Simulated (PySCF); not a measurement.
Computed with PySCF with PBE-D3(BJ)/def2-TZVP // B3LYP-D3(BJ)/def2-TZVP. All species are isolated molecules in the gas phase. One relaxed conformer stands for a flexible species; it need not be the lowest. 

Reference species (SMILES): `C=NCO` (C–N–C–O torsion -130°, N–C–O–H torsion -47°) (neutral, multiplicity 1).

The LUMO is -1.79 eV and the HOMO is -6.25 eV. The HOMO–LUMO gap is 4.46 eV.

Changed species: `N(/C)=C\O` (N–C–O–H torsion 0°).

### Question
What does the change do to the LUMO, HOMO and HOMO–LUMO gap?

### Answer
the LUMO rises by 1.24 eV, to -0.55 eV; the HOMO goes up by 0.07 eV, to -6.18 eV; the HOMO–LUMO gap goes up by 1.17 eV, to 5.63 eV.
